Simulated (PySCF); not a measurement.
TiOBr, SMILES [O]=[Ti][Br] (connectivity only; charge and spin as stated), neutral, multiplicity 2. Atoms are numbered in the order given.

```xyz
3

Ti     0.3573     1.1450     0.0000
O     -0.6440     2.4156     0.0000
Br    -0.0774    -1.2719     0.0000
```
Charge 0, spin multiplicity 2.

Geometry optimised at B3LYP-D3(BJ)/def2-TZVP. The spin state was assumed, not searched.

These are PySCF with PBE0/def2-TZVPD values and carry that method's errors.

Mulliken values depend strongly on the basis, most of all with diffuse functions as here. Atomic charges (e):

```json
[
 {"atom": "Ti1", "meta-Löwdin": "1.16", "Mulliken": "1.13", "Mulliken spin": "1.15"},
 {"atom": "O2", "meta-Löwdin": "-0.58", "Mulliken": "-0.73", "Mulliken spin": "-0.12"},
 {"atom": "Br3", "meta-Löwdin": "-0.59", "Mulliken": "-0.40", "Mulliken spin": "-0.03"}
]
```
